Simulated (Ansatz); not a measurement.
Cartesian coordinates in Å:
```
C -0.9755 -0.4056 1.3737
N 0.4198 -0.1755 1.1028
C 1.2821 -0.4713 2.2188
In 1.1179 0.2530 -0.7074
O 3.0212 0.4916 -1.1549
O -0.1009 0.5678 -2.2397
Si -1.6953 0.5256 -2.5426
H -1.1769 -1.4548 1.6384
H -1.3211 0.2149 2.2137
H -1.5974 -0.1590 0.5102
H 1.2031 -1.5234 2.5324
H 1.0238 0.1478 3.0906
H 2.3286 -0.2760 1.9755
H 3.1315 0.7286 -2.0794
H -1.9432 0.8619 -3.9702
H -2.2731 -0.8249 -2.2698
H -2.4444 1.4993 -1.6921
```

Charge 0, multiplicity 1. In: def2 effective core potential.

Q: List the ωB97M-V/def2-TZVPP orbital energies in eV (the Gaussian-basis code of Ansatz). (Best estimate.)

A: The calculation gave: Occupied: -1806.98, -525.74, -525.54, -394.72, -282.17, -282.16, -147.97, -131.46, -102.10, -102.08, -102.07, -87.95, -87.69, -87.63, -29.82, -29.47, -27.99, -24.39, -24.34, -24.30, -24.23, -24.09, -22.63, -19.76, -17.35, -16.37, -15.37, -15.35, -15.01, -14.17, -13.49, -13.11, -12.93, -12.80, -12.09, -11.54, -11.36, -10.64, -10.62, -8.75. Lowest empty: 0.16, 0.73, 1.62, 1.73, 2.81, 2.99, 3.12, 3.53.
